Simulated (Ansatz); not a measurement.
Reaction (SMILES): F[SiH2]F → 2 F atom + 2 H atom + Si atom
B3LYP-D3(BJ)/def2-TZVP geometries, fixed; electronic energies without zero-point terms.
Largest species:
```xyz
5

Si     0.2322    -0.1423     0.3567
F     -0.9008    -0.9574    -0.4083
F      0.3968     1.2663    -0.3659
H      1.4982    -0.8787     0.2366
H     -0.2130     0.0912     1.7376
```

Basis-set convergence of the atomisation energy at HF with Ansatz (a first-principles code). All functions are spherical. Open shells are unrestricted. No added dispersion term, no relativity. Functions are those of the species that has most. Reference: the value in aug-pcseg-3, 342.10 kcal/mol, itself unsure by roughly 0.85 kcal/mol (its mean distance from aug-cc-pV(Q+d)Z, cc-pV(5+d)Z, def2-QZVPPD). Deviations are taken from unrounded values.

| basis | functions | atomisation energy (kcal/mol) | minus reference (kcal/mol) |
|---|---|---|---|
| pcseg-0 | 35 | 271.15 | -70.95 |
| pcseg-1 | 56 | 321.67 | -20.42 |
| aug-pcseg-1 | 91 | 328.28 | -13.81 |
| pcseg-2 | 122 | 340.66 | -1.44 |
| aug-pcseg-2 | 188 | 341.44 | -0.66 |
| pcseg-3 | 250 | 342.03 | -0.07 |
| aug-pcseg-3 | 357 | 342.10 | 0.00 |

The smallest set listed that lies within 4 kcal/mol of the reference with all its larger relatives (same family, alike in diffuse functions; a set with none counts only in the reference's own line) is pcseg-2 (122 functions, -1.44 kcal/mol off).
